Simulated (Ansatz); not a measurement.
Ansatz (a quantum-chemistry and plane-wave program) input (X2C-CCSD(T)/cc-pVTZ-DK):

Ansatz 0.2 input:
```yaml
crystal:
  periodic: [false, false, false]
  atoms:
    - {symbol: Si, position_ang: [-0.39426611, 0.01492235, 0.04416143]}
    - {symbol: O, position_ang: [0.96032213, 0.07725825, -0.85511797]}
    - {symbol: C, position_ang: [2.27826350, -0.09126056, -0.34809697]}
    - {symbol: O, position_ang: [-1.65364082, 0.06212538, -0.99833822]}
    - {symbol: O, position_ang: [-0.59882630, 1.25859181, 1.08940615]}
    - {symbol: O, position_ang: [-0.29108784, -1.34013254, 0.95385181]}
    - {symbol: H, position_ang: [2.36861266, -1.02915926, 0.20389403]}
    - {symbol: H, position_ang: [2.96327984, -0.10680920, -1.19522483]}
    - {symbol: H, position_ang: [2.55019002, 0.73727423, 0.31113657]}
    - {symbol: H, position_ang: [-1.55078203, -0.40369186, -1.83185775]}
    - {symbol: H, position_ang: [-0.96328937, 2.07254838, 0.73277093]}
    - {symbol: H, position_ang: [-0.85200409, -1.39425500, 1.73118841]}
basis:
  gaussian:
    orbitals: cc-pVTZ-DK
magnetization: {spin_polarized: false}
correlation: {method: ccsd_t, electrons: outside_noble_gas}
```

End of the output:

```
integrals: 1.91 GiB planned
1570 factors; integrals over basis functions are off by at most 9.9e-4 eV
mean field: 1.45 GiB planned
mean field evaluation 1: about -17162.5035 eV, gradient 5.9e1 eV
mean field evaluation 2: about -17162.8089 eV, gradient 5.9e1 eV
mean field evaluation 4: about -17168.6057 eV, gradient 3.5e0 eV
mean field evaluation 8: about -17168.6563 eV, gradient 1.9e-1 eV
mean field evaluation 16: about -17166.5928 eV, gradient 3.4e1 eV
mean field -17168.65644090 eV, -630.9364868699 hartree, gradient 1.3e-6 eV, S^2 0.000000; 0 other end points of the search recorded, 0 dependent functions left out
10 core orbitals not correlated
reference -17168.65644090 eV, -630.9364868699 hartree; 19, 19 occupied and 239, 239 virtual orbitals, 1570 factors
second order -33.95538259 eV of doubles, -0.00000000 eV of singles
coupled cluster: 7.33 GiB planned
cycle   1  -33.72971510 eV  change    2.3e-1 eV  update   1.1e-1
cycle   2  -34.43246875 eV  change   -7.0e-1 eV  update   2.9e-2
cycle   3  -34.58242661 eV  change   -1.5e-1 eV  update   1.4e-2
cycle   4  -34.56192259 eV  change    2.1e-2 eV  update   2.8e-3
cycle   5  -34.56168202 eV  change    2.4e-4 eV  update   1.3e-3
cycle   6  -34.56262376 eV  change   -9.4e-4 eV  update   3.4e-4
cycle   7  -34.56239999 eV  change    2.2e-4 eV  update   1.3e-4
cycle   8  -34.56232246 eV  change    7.8e-5 eV  update   3.6e-5
cycle   9  -34.56232792 eV  change   -5.5e-6 eV  update   1.3e-5
perturbative correction -1.22619101 eV, -0.0450616885 hartree
Total energy: -17204.44495983 eV, -632.2516906823 hartree
Relativity: scalar
```
